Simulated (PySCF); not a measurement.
CH3ClMgS, SMILES C[S][Mg][Cl].

Coordinates come from a B3LYP-D3(BJ)/def2-SVP optimisation. One conformer was computed; it need not be the lowest.

Level of theory: IEF-PCM-M06-2X/def2-SVP (PySCF).

The values are the electrostatic part of the solvation free energy, E(continuum) − E(gas) at the gas-phase geometry, in a cavity of scaled van der Waals radii (PySCF's table); cavitation and dispersion terms are not included. A continuum can't describe solvent molecules that bind to the metal. In vacuum the orbital gap is 6.82 eV. The dipole moment in vacuum is 1.82 D.

```tsv
solvent	ε	ΔG(elec) (kcal/mol)	dipole (D)	gap (eV)
water	78.36	-15.3	1.95	7.38
ethanol	24.85	-14.6	1.94	7.35
chloroform	4.71	-10.6	1.92	7.19
```
